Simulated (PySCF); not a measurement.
Gallium: a sound run and one with changed settings

Sound run: Ga²⁺ [Ar] 3d10 4s1, Ga³⁺ [Ar] 3d10. Computed with PySCF 2.14 in cc-pVTZ-PP with ECP10MDF (5s4p3d1f, 39 functions), with a scalar-relativistic core potential. The sound run starts from symmetry-adapted Hartree-Fock orbitals and uses a fine grid where one is needed.

A second run was set up differently.

```csv
species,method,sound run (hartree),changed run (hartree),converged
Ga²⁺,UHF,-257.40969,-257.40969,yes
Ga²⁺,MN15,-258.84977,-258.26985,yes
Ga²⁺,r2SCAN,-258.36577,-259.28345,yes
Ga³⁺,UHF,-256.32079,-256.32079,yes
Ga³⁺,MN15,-257.74024,-257.15360,yes
Ga³⁺,r2SCAN,-257.21556,-258.10545,yes
```

Ionisation energy of Ga²⁺:

```tsv
method	sound run (eV)	changed run (eV)
UHF	29.631	29.631
MN15	30.192	30.375
r2SCAN	31.299	32.055
```

(1) What was changed?
A. all electrons correlated in a valence basis
B. a valence shell is frozen
C. minimal basis
D. radial grid too coarse

Results:

(1) D. It used radial step 0.8 in ln r (0.13 in the sound run). A coarse radial grid mis-integrates the density and the exchange-correlation energy, with errors of either sign; Hartree-Fock needs no grid.
